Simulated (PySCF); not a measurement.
PySCF 2.14 output of an unrestricted M06-L calculation on a single atom or ion in jorge-DZP-DKH, with the spin-free X2C one-electron Hamiltonian (Gaussian nucleus):

```
SCF conv_tol = 1e-09
number electrons alpha = 2  beta = 1
    Y. Zhao and D. G. Truhlar.,  J. Chem. Phys. 125, 194101 (2006)
    Y. Zhao and D. G. Truhlar.,  J. Chem. Phys. 125, 194101 (2006)
    Y. Zhao and D. G. Truhlar.,  Theor. Chem. Acc. 120, 215 (2008)
cycle= 1 E= -14.3362398565407  delta_E= -0.00027  |g|= 0.0023  |ddm|= 0.06
cycle= 2 E= -14.3362440927617  delta_E= -4.24e-06  |g|= 0.000286  |ddm|= 0.00963
cycle= 3 E= -14.3362441638526  delta_E= -7.11e-08  |g|= 2.74e-05  |ddm|= 0.00138
cycle= 4 E= -14.3362441640965  delta_E= -2.44e-10  |g|= 2.04e-06  |ddm|= 7.71e-05
converged SCF energy = -14.3362441640965  <S^2> = 0.75002933  2S+1 = 2.0000293
```

The run itself started from symmetry-adapted Hartree-Fock orbitals and held the occupation by maximum overlap, on a logarithmic radial grid, so the iterations belong to that start.

Question: Which element, charge and spin multiplicity is this?

Answer: Be⁺ (beryllium, charge +1), multiplicity 2; the state was [He] 2s1, 2S determinant.
